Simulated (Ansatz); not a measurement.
The same redistribution along the group Mg, Zn, Cd.

Isolated molecules relaxed with PBE0-D4/def2-TZVP in Ansatz; ΔE leaves out vibrations. CCSD(T)/CBS is the MP2 limit (def2-TZVPP, def2-QZVPP) plus CCSD(T) − MP2 in def2-TZVPP, frozen cores. def2 core potentials past Kr. For Cd, Mg, Sb, Zn outer-core shells are correlated without core-valence functions, which leaves a few kJ/mol of doubt a bond. Scalar relativity is left out up to krypton. One conformer a species, not always the lowest.

| reaction | CCSD/CBS(def2) (eV) |
| --- | --- |
| `[OH][Mg][SH]` + `N[CH]([SiH3])[SbH2]` → `[NH2][Mg][OH]` + `[SiH3][CH](S)[SbH2]` | 0.36 |
| `[OH][Zn][SH]` + `N[CH]([SiH3])[SbH2]` → `[NH2][Zn][OH]` + `[SiH3][CH](S)[SbH2]` | 0.42 |
| `[OH][Cd][SH]` + `N[CH]([SiH3])[SbH2]` → `[NH2][Cd][OH]` + `[SiH3][CH](S)[SbH2]` | 0.64 |

**Question.** Give the CCSD(T)/CBS values in the same order. (Best estimate.)

**Answer.** The calculation gave: 0.34, 0.39, 0.60 eV.

Largest T1 diagnostic: 0.017, for `[NH2][Zn][OH]`.
